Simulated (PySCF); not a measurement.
Molecule: SMILES C#C/C=[N+](/C)CC=C, [C$_{7}$H$_{10}$N]+.

Bonds (- single, = double, # triple, : aromatic): C1#C2, C2-C3, C3=N4, N4-C5, N4-C6, C6-C7, C7=C8. C1 carries H9; C3 carries H10; C5 carries H11, H12, H13; C6 carries H14, H15; C7 carries H16; C8 carries H17, H18. Formal charges: N4 +1. Stereochemistry as in C#C/C=[N+](/C)CC=C.

Total charge +1. H17 is cis to C6; H18 is trans to C6.

Frames of a GFN2-xTB Langevin trajectory at 300 K; GIAO PBE0/pcSseg-1 shieldings in PySCF 2.14.0 with density-fitted response routines, gas phase, non-relativistic; equivalent atoms averaged within each frame.

References, each an isolated molecule treated in the same way: TMS for $^{13}$C (σref 186.93) and $^{1}$H (σref 31.72); $^{15}$N (σref 267.73) against NH3. The references are static minima.

Q: How do the shifts (ppm) fluctuate along the trajectory?

A: 
```
         time (fs)     C3     C1     C8     C7    C2    C6    C5     N4   H10   H16
               250  157.6  143.6  143.2  132.2  83.4  69.6  48.1  252.1  8.60  7.05
               425  159.9  149.7  136.4  145.7  85.1  62.6  51.9  242.6  9.49  6.69
               625  165.7  145.9  140.2  125.6  77.5  63.8  38.2  248.9  8.65  5.49
               800  158.9  141.4  139.8  135.2  83.2  69.4  47.6  242.5  8.77  5.51
              1000  160.0  144.5  139.6  131.6  77.5  67.7  49.6  246.5  8.17  6.34
    mean of frames  160.4  145.0  139.8  134.1  81.3  66.6  47.1  246.5  8.73  6.22
standard deviation    3.1    3.1    2.4    7.4   3.6   3.2   5.3    4.1  0.48  0.70
```

5 frames give an uncertainty of the mean of about the standard deviation over 2.2 at best, since frames this close in time may not be independent; classical motion lacks zero-point vibration, and the reference would need the same averaging.
